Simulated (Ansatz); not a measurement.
System: C₄H₈Se, net charge 0, singlet state. SMILES: C=CC[Se]C
Structure (B3LYP-D3(BJ)/def2-TZVP (Ansatz, a quantum-chemistry and plane-wave program) minimum search):
```
C
H 1 1.0884
H 1 1.0901 2 109.58
C 1 1.4861 2 111.86 3 124.17
C 4 1.3280 1 124.33 2 11.50
H 5 1.0820 4 121.56 1 179.31
H 5 1.0841 6 116.98 4 -179.98
H 4 1.0857 5 119.70 6 0.97
Se 1 1.9885 2 108.48 3 -115.04
C 9 1.9630 1 96.97 2 75.13
H 10 1.0877 9 110.31 1 -60.99
H 10 1.0879 11 110.54 9 -122.15
H 10 1.0880 11 109.44 12 -120.67
```

Wanted: vertical ionisation energy (to the doublet state of charge +1; each state is the SCF solution reached for its spin), in eV. Valence correlation only, unless marked. Open shells are spin-unrestricted. Spin-orbit coupling is left out. Frozen are the shells of the preceding noble gas and the d and f shells that filled before the atom's block. Non-relativistic. CBS marks a two-point X^-3 extrapolation of the correlation energy; Hartree-Fock from the larger set. The bracket is a focal-point correction in the basis named.

```
level                                                          program  vertical ionisation energy (eV)  minus last row
-------------------------------------------------------------  -------  -------------------------------  --------------
HF/aug-cc-pVQZ                                                  Ansatz                             7.18           -1.20
SVWN5/def2-TZVPD                                                Ansatz                             8.26           -0.12
PBE/def2-TZVPD                                                  Ansatz                             8.05           -0.33
r2SCAN/def2-TZVPD                                               Ansatz                             8.11           -0.27
BHLYP/def2-TZVPD                                                Ansatz                             8.11           -0.27
CAM-B3LYP/def2-TZVPD                                            Ansatz                             8.26           -0.12
wB97M-V/def2-TZVPD                                              Ansatz                             8.23           -0.15
wB97X-V/def2-TZVPD                                              Ansatz                             8.26           -0.12
B2PLYP/def2-TZVPD                                               Ansatz                             8.19           -0.19
MP2/aug-cc-pVDZ                                                 Ansatz                             8.21           -0.17
RI-MP2/aug-cc-pVTZ                                              Ansatz                             8.36           -0.02
RI-MP2/aug-cc-pVQZ                                              Ansatz                             8.42            0.04
RI-MP2/CBS(aug-cc-pVTZ,aug-cc-pVQZ)                             Ansatz                             8.47            0.09
SCS-MP2/aug-cc-pVDZ                                             Ansatz                             8.17           -0.21
SCS-MP2/aug-cc-pVTZ                                             Ansatz                             8.33           -0.05
CCSD/aug-cc-pVDZ                                                Ansatz                             8.08           -0.30
CCSD/aug-cc-pVTZ                                                Ansatz                             8.21           -0.17
CCSD(T)/aug-cc-pVDZ                                             Ansatz                             8.12           -0.26
CCSD(T)/aug-cc-pVTZ                                             Ansatz                             8.27           -0.11
RI-MP2/CBS(aug-cc-pVTZ,aug-cc-pVQZ)+[CCSD(T)-MP2]/aug-cc-pVDZ   Ansatz                             8.37           -0.01
RI-MP2/CBS(aug-cc-pVTZ,aug-cc-pVQZ)+[CCSD(T)-MP2]/aug-cc-pVTZ   Ansatz                             8.38            0.00
```
